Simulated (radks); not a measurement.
The numbers below are computed, except where a source is named.
Numerical settings for the europium ion Eu+, [Xe] 4f7 6s1. Code: a radial shooting solver on a logarithmic mesh with Libxc functionals. Model: Dirac Kohn-Sham, LDA (Slater exchange, Perdew-Wang correlation), spin-unpolarised, spherical densities, point nucleus; open shells fill j = l - 1/2 first. The defaults (mesh step 0.008 in ln r, mesh end at 40 bohr or more with all orbitals vanishing there, Anderson mixing 0.5 over 9 steps, residual threshold near 1e-9 with the energy settled to 1e-9 hartree or 1e-11 of itself, here a cap of 90 iterations) give E = -10844.6035 hartree and 4f7/2 at -8.721 eV in 16 iterations. Run on one thread of a shared host, so times are rough (Arm Neoverse N1): 0.24 s of CPU time, 0.24 s wall, 16 iterations on 2648 mesh points. Changes against that run (0 stands for a change within the tolerance of the run):

| setting | iterations | converged | E (mhartree) | e(4f7/2) (meV) | CPU (s) |
|---|---|---|---|---|---|
| mesh step in ln r 0.003 | 16 | yes | 0 | 0 | 0.61 |
| mesh step in ln r 0.012 | 16 | yes | 0 | 0 | 0.17 |
| mesh step in ln r 0.03 | 16 | yes | +0.00525 | 0 | 0.08 |
| mesh end (bohr) 8 | 15 | yes | +4.2 | +167 | 0.22 |
| mesh end (bohr) 3 | 14 | level above zero | +2.12e+03 | +1.39e+04 | 0.16 |
| residual threshold 0.001 | 11 | yes | 0 | +1.11 | 0.2 |
| residual threshold 1e-13 | 22 | yes | 0 | 0 | 0.29 |
| mixing 0.05 | 24 | yes | 0 | 0 | 0.34 |
| linear mixing, mixing 0.5 | 52 | yes | 0 | 0 | 0.58 |
| linear mixing, mixing 1 | 90 | no | +3.51e+05 | +7.87e+03 | 3.9 |
| mixing history 2 | 28 | yes | 0 | 0 | 0.35 |
| iteration cap 8 | 8 | no | +0.0371 | +77.6 | 0.13 |

Settled on a wrong energy, with an occupied level pushed above zero by the early mesh end: mesh end (bohr) 3 (+2.12 hartree). Apart from these: settings that end as converged yet miss the energy by more than 1 mhartree: mesh end (bohr) 8 (+0.0042 hartree). A mesh that ends early acts as a hard wall.
